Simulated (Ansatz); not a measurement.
Mo3P3. The state is a doublet with charge 0. Geometry relaxed at PBE0-D4/def2-SVP.

```xyz
6

Mo   -0.834    0.349   -1.234
Mo   -1.227    0.293    0.867
Mo    1.219    0.332    0.234
P    -0.222    2.314    0.022
P     0.734   -1.616   -1.031
P     0.330   -1.671    1.141
```

In the def2 sets Mo takes a core potential; there is no spin–orbit coupling. The structure comes from a short search, and lower isomers may exist.

**Question.** Estimate the harmonic wavenumbers at UKS PBE0-D4/def2-SVP (Ansatz, unscaled). Is this a minimum?

**Answer.** 71, 152, 225, 228, 246, 249, 258, 353, 361, 387, 465, 482 cm⁻¹. Yes, no mode is imaginary beyond noise. Zero-point energy 20.8 kJ/mol. Run time 7.2 min (4 threads of AMD EPYC 7R43 on a shared host), peak host memory 0.8 GiB.
